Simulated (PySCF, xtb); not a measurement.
FH₆NOSi₂, SMILES N[SiH2]O[SiH2]F. One conformer was computed; it need not be the lowest.

Harmonic wavenumbers (cm⁻¹) from GFN2-xTB (xtb 6.7.1) at its own minimum, in rising order: 9, 36, 58, 178, 208, 284, 498, 539, 553, 563, 587, 603, 730, 741, 777, 792, 818, 847, 913, 1137, 1513, 2217, 2281, 2349, 2371, 3477, 3526.

Question: What does PBE0-D3(BJ)/def2-SVP in PySCF 2.14.0 give at its own minimum? (An estimate is asked for; the answer gives what the named calculation found.)

Answer: 21, 38, 81, 227, 255, 343, 403, 553, 604, 709, 749, 808, 873, 879, 903, 924, 942, 977, 992, 1111, 1545, 2248, 2267, 2273, 2293, 3618, 3718. Paired by order, the mean absolute difference is 86 cm⁻¹ and the zero-point energies are 40.9 and 43.4 kcal/mol.
